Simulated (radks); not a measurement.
Values are calculated unless marked as measured or tabulated.
Question: Level of theory: scalar-relativistic Kohn-Sham, BLYP, spin-polarised, spherical densities, finite nucleus; open shells are filled with parallel spins first (spin-orbit coupling, left out, can overturn this in heavy ions); Fermi nuclear charge, rms radius of each element as measured or else 0.836 A^(1/3) + 0.57 fm (a radial shooting solver on a logarithmic mesh with Libxc functionals). Each species is in its NIST ground configuration. Rank Rh4+, Nb4+, Cd4+, Tc4+, Ag4+, Pd4+, Mo4+, Ru4+, Zr4+ by radius at which the density is 0.001 e/bohr^3 (bohr), largest first.

Answer: Mo4+ 3.04, Tc4+ 3.03, Nb4+ 3.01, Ru4+ 3.00, Rh4+ 2.96, Pd4+ 2.94, Zr4+ 2.90, Ag4+ 2.90, Cd4+ 2.87.
